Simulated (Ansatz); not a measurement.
Calculated with Ansatz (gas phase, PBE0-D4/def2-TZVP geometries, no zero-point term in ΔE). CCSD(T)/CBS adds triple-zeta CCSD(T) − MP2 to the extrapolated MP2 energy (def2 sets, frozen cores). DFT in def2-TZVPP. For Ge, Se outer-core shells are correlated without core-valence functions, which leaves a few kJ/mol of doubt a bond. Scalar relativity is left out up to krypton. Each species was taken in one conformer, which may not be the lowest.

Consider the ligand exchange at the Si–Se bond: `N[SiH2][Se][SiH3]` + `[OH][GeH3]` → `N[SiH2][O][GeH3]` + `[SiH3][SeH]`.

`N[SiH2][Se][SiH3]`:

Cartesian coordinates in Å:
```
N -2.016 0.060 0.418
Si -0.671 1.110 0.537
Se 1.305 0.218 1.299
Si 1.740 -0.876 -0.643
H -2.076 -0.575 -0.363
H -2.394 -0.364 1.251
H -0.430 1.651 -0.823
H -0.976 2.168 1.527
H 2.795 -1.882 -0.367
H 2.205 0.059 -1.699
H 0.518 -1.568 -1.136
```

`[OH][GeH3]`:

Cartesian coordinates in Å:
```
O 0.480 -1.037 0.760
Ge 0.016 0.391 -0.202
H -0.219 -1.692 0.809
H 1.250 1.296 -0.153
H -1.211 1.075 0.432
H -0.315 -0.033 -1.645
```

`N[SiH2][O][GeH3]`:

```xyz
11

N     0.592   -2.090    1.048
Si   -0.310   -0.974    0.129
O     0.363    0.516    0.046
Ge   -0.079    2.051   -0.721
H     0.617   -2.027    2.053
H     1.447   -2.480    0.687
H    -0.421   -1.525   -1.248
H    -1.648   -0.857    0.767
H     1.043    3.032   -0.362
H    -0.172    1.838   -2.242
H    -1.433    2.516   -0.156
```

`[SiH3][SeH]`:

Cartesian coordinates in Å:
```
Si 0.465 0.295 -0.169
Se -0.690 -1.394 0.836
H 0.204 0.339 -1.629
H 1.892 -0.020 0.081
H 0.124 1.612 0.424
H -1.994 -0.833 0.457
```

(1) Is it downhill or uphill in electronic energy at CCSD(T)/CBS, and by how much? (An estimate is asked.)

(2) What do these levels give: PBE0-D4, ωB97M-V, B2PLYP, PBE, r2SCAN, MP2/def2-TZVPP, SCS-MP2/def2-TZVPP, CCSD/def2-TZVPP, CCSD(T)/def2-TZVPP, HF/def2-QZVPP, MP2/def2-QZVPP, MP2/CBS(def2)? (Best estimate.)

Largest T1 diagnostic among the species: 0.012.

## Answers

(1) Ansatz gave: Downhill: ΔE = -10.7 kcal/mol.

(2) The calculation gave: PBE0-D4 -8.1, ωB97M-V -11.0, B2PLYP -12.4, PBE -7.9, r2SCAN -10.2, MP2/def2-TZVPP -10.6, SCS-MP2/def2-TZVPP -12.3, CCSD/def2-TZVPP -12.8, CCSD(T)/def2-TZVPP -11.9, HF/def2-QZVPP -17.1, MP2/def2-QZVPP -10.1, MP2/CBS(def2) -9.4 kcal/mol.

The D4 term adds +1.5 kcal/mol with B3LYP and +0.8 kcal/mol with PBE0; it sums over pairs of atoms, weighted by their polarisabilities, and B3LYP, whose exchange is more repulsive, gets the larger term. From PBE to PBE0 (25 % exact exchange), in def2-TZVPP and without D4, ΔE moves by −1.0 kcal/mol. In def2-TZVPP, CCSD(T) changes the Hartree–Fock value by +4.7 kcal/mol (the triples alone add +0.9 kcal/mol) and MP2 by +6.0 kcal/mol.

B3LYP here is the variant with VWN-RPA as its local correlation; programs differ in this.
